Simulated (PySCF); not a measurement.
A GIAO shielding run with PySCF (density fitting, non-relativistic, gas phase) on SMILES F/C([C@H](CC=C)[SiH3])=C\F, C₆H₁₀F₂Si:

```
$ OMP_NUM_THREADS=1 python probes_run.py task.json out

{"job": {"kind": "nmr", "xc": "PBE0", "basis": "pcSseg-1"}, "charge": 0, "multiplicity": 1}
C      2.838839     0.914189     0.158949
C      1.595966     1.017502    -0.272178
C      0.796265    -0.121961    -0.819784
C     -0.357496    -0.490576     0.131992
Si    -1.240539    -2.102815    -0.442638
C     -1.355090     0.605190     0.202078
F     -1.919382     0.915980    -0.987604
C     -1.739838     1.240575     1.300045
F     -2.691487     2.191083     1.307465
H      3.375870    -0.019986     0.120455
H      3.375481     1.756850     0.559957
H      1.077217     1.966156    -0.221351
H      0.377788     0.155472    -1.790334
H      1.439363    -0.992615    -0.959583
H      0.049895    -0.633410     1.136022
H     -1.762176    -1.903434    -1.791130
H     -2.312805    -2.377875     0.512915
H     -0.231547    -3.162184    -0.429272
H     -1.326128     1.051109     2.276534
```

Hardware: 1 thread of an Arm Neoverse V2, shared host. The job also computes population analyses, field gradients.

Q: How large is the calculation?

A: 78 electrons, 210 basis functions and 1109 auxiliary functions.

Q: How long does it take, and how much memory does it need?

A: 39 s of wall time, with 14 SCF cycles and 5 response iterations; peak memory 1 GiB. Times on a shared host scatter by some tens of per cent.
